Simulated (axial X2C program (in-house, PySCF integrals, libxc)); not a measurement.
## Ionising BiS

Calculated with an in-house relativistic program for diatomic molecules, spin-free (one-electron X2C) or two-component (2c: spin–orbit coupling with atomic mean-field Coulomb and Gaunt terms, which also bring small scalar terms), in Dyall basis sets with cores contracted in-house; open shells are unrestricted.

Basis sets: Bi dyall-cv3z, S dyall-av3z.

```csv
Hamiltonian,level,BiS state,Re (Å),ωe (cm⁻¹),De (eV)
spin-free,HF,"M_S = 1/2, Λ = 1",2.440,305.8,0.75
spin-free,PBE0,"M_S = 1/2, Λ = 1",2.292,455.1,3.17
```

Adiabatic ionisation energy (minimum to minimum, no zero-point term) and constants of BiS⁺:

```csv
Hamiltonian,level,BiS⁺ state,IE (eV),Re (Å),ωe (cm⁻¹),De (eV),fragments
spin-free,HF,"M_S = 0, Λ = 0",7.49,2.183,572.7,1.48,Bi+ + S
spin-free,PBE0,"M_S = 0, Λ = 0",7.43,2.216,520.2,4.39,Bi+ + S
```

Add the zero-point terms to the ionisation energy at PBE0, spin-free, and say whether the electron removed was bonding.

IE0 = IE + (ωe⁺ − ωe)/2 = 7.43 + (0.004) = 7.43 eV. Re changes by -0.076 Å, so the bond shortens, as on loss of an antibonding or a polarising non-bonding electron.

Close the cycle De(BiS⁺) + IE(BiS) = De(BiS) + IE(Bi) to find the atomic ionisation energy at PBE0, spin-free.

IE(Bi) = 4.39 + 7.43 − 3.17 = 8.65 eV, for the determinants used.

Each entry is the lowest single determinant of a limited PBE0 search at one distance. De goes to single-determinant-based atoms at the same level (for ions the charge split of lowest energy) and is withheld (n/a) where an atom does not fit its ground term or J level. Main or longest-lived isotopes. One determinant is a doubtful description, or other states lie close, for BiS; these need not be ground states, and all values refer to the states named. The functionals have no current term, which raises determinants with orbital currents.
